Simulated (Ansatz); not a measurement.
Reaction (isomerisation): `[AlH2][CH2][SiH2][SiH3]` → `C[SiH]([AlH2])[SiH3]`

Program: Ansatz. Geometries: PBE0-D4/def2-TZVP. ΔE: electronic, gas phase. CCSD(T)/CBS is the MP2 limit (def2-TZVPP, def2-QZVPP) plus CCSD(T) − MP2 in def2-TZVPP, frozen cores. DFT in def2-TZVPP. Each species was taken in one conformer, which may not be the lowest.

`[AlH2][CH2][SiH2][SiH3]`:

```xyz
13

Al    0.952   -1.041    1.072
C     0.931   -0.798   -0.892
Si    0.099    0.839   -1.188
Si   -1.520    0.790    0.507
H     0.441   -2.400    1.718
H     1.779    0.015    1.927
H     0.356   -1.604   -1.358
H     1.939   -0.809   -1.318
H    -0.517    1.060   -2.527
H     1.014    1.978   -0.902
H    -2.766    0.055    0.165
H    -0.852   -0.116    1.543
H    -1.856    2.030    1.252
```

`C[SiH]([AlH2])[SiH3]`:

```xyz
13

C     0.942    1.689    0.091
Si   -0.360    0.347    0.363
Al    0.297   -1.433    1.912
Si   -0.893   -0.666   -1.683
H     1.871    1.252   -0.282
H     1.166    2.209    1.025
H     0.595    2.426   -0.636
H    -1.632    0.976    0.839
H    -0.789   -2.450    2.472
H     1.818   -1.633    2.337
H    -1.981   -1.667   -1.506
H    -1.330    0.331   -2.700
H     0.296   -1.381   -2.231
```

Is it downhill or uphill in electronic energy at CCSD(T)/CBS, and by how much? (Estimate.)

Computed: Uphill: ΔE = +11.0 kJ/mol.

What do these levels give: revPBE-D4, BLYP-D4, CAM-B3LYP-D4, ωB97M-V, PBE-QIDH, BLYP, r2SCAN, PBE0, r2SCANh, CCSD(T)/def2-SVP, SCS-MP2/def2-TZVPP, CCSD/def2-TZVPP? (Best estimate.)

Computed: revPBE-D4 4.1, BLYP-D4 5.6, CAM-B3LYP-D4 10.1, ωB97M-V 18.8, PBE-QIDH 9.8, BLYP -3.1, r2SCAN 10.4, PBE0 2.8, r2SCANh 10.5, CCSD(T)/def2-SVP 1.7, SCS-MP2/def2-TZVPP 12.0, CCSD/def2-TZVPP 7.2 kJ/mol.

Largest T1 diagnostic among the species: 0.012.

In def2-TZVPP, CCSD(T) changes the Hartree–Fock value by +12.1 kJ/mol (the triples alone add +1.9 kJ/mol) and MP2 by +18.4 kJ/mol. From BLYP to BHLYP (50 % exact exchange), in def2-TZVPP and without D4, ΔE moves by +7.2 kJ/mol. The D4 term adds +6.2 kJ/mol with B3LYP and +3.0 kJ/mol with PBE0; it sums over pairs of atoms, weighted by their polarisabilities, and B3LYP, whose exchange is more repulsive, gets the larger term.

B3LYP here is the variant with VWN-RPA as its local correlation; programs differ in this.
